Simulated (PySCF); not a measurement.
Computed shifts of a molecule C2H8GeOSi, PBE0/pcSseg-1 run with PySCF, GIAO, gas phase, equivalent atoms averaged, in ppm (number of nuclei): ¹³C: 70.2 (1), 6.3 (1). ²⁹Si: 47.9 (1). ¹H: 6.29 (1), 5.12 (1), 5.11 (2), 5.03 (1), 0.95 (3). References: ¹³C against TMS (σ = 186.3 ppm); ²⁹Si against TMS (σ = 352.7 ppm); ¹⁷O against H2O (σ = 334.2 ppm); ⁷³Ge against GeH4 (σ = 1658.3 ppm); ¹H against TMS (σ = 31.56 ppm), references at their B3LYP-D3(BJ)/def2-TZVP geometries, non-relativistic. Coordinates come from a r2SCAN-D4/def2-SVP optimisation. The values are those of a single conformer.

Task: Pick the molecule that these values belong to.
A. C[Si@H]1O[CH2][GeH2]1
B. C[C@@H]1[SiH2][O][GeH2]1
C. [OH][GeH2]/[CH]=C/[SiH3]
D. [CH3][Ge@@H]1[O]C[SiH2]1

Result: A, C[Si@H]1O[CH2][GeH2]1
